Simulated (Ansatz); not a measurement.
Total energies of `OC[SiH2]P`.

Cartesian coordinates in Å:
```
O -0.535 -0.407 1.754
C 0.494 -0.808 0.864
Si 0.070 -0.490 -0.956
P -0.548 1.647 -1.347
H -0.718 0.524 1.602
H 1.454 -0.334 1.113
H 0.630 -1.883 1.013
H 1.259 -0.776 -1.807
H -1.063 -1.348 -1.393
H -1.519 1.668 -0.307
H 0.476 2.208 -0.534
```

The species carries charge 0 and has multiplicity 1. Geometry: relaxed with PBE0-D4/def2-TZVP. It is one conformer, not always the lowest. Basis def2-TZVPP, Ansatz.

RPA on PBE orbitals: Hartree–Fock energy of these orbitals -746.47930 Eh, correlation -1.21028 Eh (frozen core).

```tsv
functional	energy without D4 (Eh)	D4 term (kJ/mol)
LDA (SPW92)	-745.07244	–
PBE	-747.99300	-22.9
revPBE	-748.28143	-67.3
BLYP	-748.39349	-49.9
r2SCAN	-748.32655	-5.6
B97M-V	-748.25981	–
PBE0	-748.06054	-19.5
B3LYP	-748.49053	-36.9
r2SCAN0	-748.30366	-6.7
BHLYP	-748.37467	-28.8
CAM-B3LYP	-748.40636	-19.8
LC-ωPBE	-748.18382	–
ωB97M-V	-748.34250	–
B2PLYP	-748.10545	–
```

Task: Give the same for r2SCANh, HSE06 (plane-wave form), ωB97X-V, PBE-QIDH. (An estimate is asked.)

Result: The calculation gave: 
```
             functional  energy without D4 (Eh)  D4 term (kJ/mol)
                r2SCANh              -748.31696              -6.0
HSE06 (plane-wave form)              -748.04071             -18.2
                ωB97X-V              -748.30755                 –
               PBE-QIDH              -747.87253                 –
```

B3LYP takes the VWN-RPA correlation (the form of Gaussian; ORCA's B3LYP/G). HSE06 is the plane-wave form, built on full-range PBE exchange. The double hybrids freeze the cores in their second-order part.

LC-ωPBE has ω = 0.4 bohr⁻¹.
